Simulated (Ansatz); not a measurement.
**Abstraction of H: B(CH3)2(NH2) + C2HCl2Si → B(CH2)(CH3)(NH2) + C2H2Cl2Si**

Species: B(CH3)2(NH2), singlet; C2HCl2Si `C#C[Si](Cl)Cl`, doublet; B(CH2)(CH3)(NH2), doublet; C2H2Cl2Si `C#C[SiH](Cl)Cl`, singlet. A radical takes H: the energy is the difference in strength between the C–H bond broken and the Si–H bond made.

Shapes, held fixed at every level: PBE0-D4/def2-TZVP. Flexible molecules stand in one conformer, not always the lowest. Programs: Ansatz 0.2.0. The zero-point and thermal change to 298 K, harmonic and unscaled (PBE0-D4/def2-TZVP), is -10.3 kJ/mol.

Question: Estimate ΔH(298 K) of this reaction.

Answer: The highest level, CCSD(T)/CBS estimate, gives ΔH(298 K) = +16.8 kJ/mol; the levels span +11.6 to +38.7. The column of differences is taken from that level and isn't an error. No measured value is set beside it here. Open shells run unrestricted. The CBS estimate extrapolates MP2 from def2-TZVPP and def2-QZVPP and adds CCSD(T) − MP2 in the triple-zeta set, cores frozen. Times are processor times on shared x86 and Arm servers, and rough.

```csv
level,kind,ΔH(298 K) (kJ/mol),less CCSD(T)/CBS estimate,CPU time (sum over the molecules)
PBE-D4/def2-TZVPP,GGA,+38.7,+21.9,41 s
r2SCAN-D4/def2-TZVPP,meta-GGA,+24.6,+7.8,78 s
BHLYP-D4/def2-TZVPP,global hybrid,+11.6,-5.2,61 s
wB97M-V/def2-TZVPP,range-separated hybrid,+16.9,+0.1,2.8 min
wB97X-V/def2-TZVPP,range-separated hybrid,+17.5,+0.7,2.1 min
CCSD/def2-SVP,coupled cluster or CI,+16.3,-0.5,–
CCSD/def2-TZVPP,coupled cluster or CI,+13.2,-3.6,–
CCSD(T)/CBS estimate,coupled cluster or CI,+16.8,0.0,84 min
```
